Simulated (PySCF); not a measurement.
Atoms are numbered as in `[Cl:1][SiH2:2][C:3]1=[C:4]([Cl:5])[CH2:6][CH2:7]1` (H(Xn): hydrogen on atom n).

- σ from GIAO-PBE0/pcSseg-1
- geometry: GFN2-xTB
- code: PySCF 2.14
- gas phase, non-relativistic, fast rotation and ring inversion assumed for equivalent nuclei, single conformer

**Question.** Predict the 2D correlation tables (HSQC, COSY, HMBC).

**Answer.** 

HSQC (one-bond C–H):
```
          δH         δC
2.86 (H(C6))  40.8 (C6)
2.59 (H(C7))  29.3 (C7)
```

COSY cross peaks (H two or three bonds apart, from the bond graph; peaks can be absent where the dihedral angle is near 90°):
```
          δH            δH
2.86 (H(C6))  2.59 (H(C7))
```

HMBC (two and three bonds, from the bond graph):
```
           δH                                 δC
5.46 (H(Si2))  158.9 (C4), 148.1 (C3), 29.3 (C7)
 2.86 (H(C6))  158.9 (C4), 148.1 (C3), 29.3 (C7)
 2.59 (H(C7))  158.9 (C4), 148.1 (C3), 40.8 (C6)
```

Scale: TMS for 1H (31.72 ppm) and 13C (186.93 ppm) (reference shieldings calculated alike).

Carbons that carry Cl, above all several Cl atoms, come out too deshielded, partly because spin–orbit coupling is missing. Shifts are as computed. Against solution values, carbons near 30 ppm lie about +3 ppm off and those near 130 ppm about +5 ppm; carbons on Cl a further +6 ppm. Of 1211 compounds with measured shifts, 218 miss one by over three times the rms of a fit or turn the order of signals round; such compounds aren't used in these exercises.
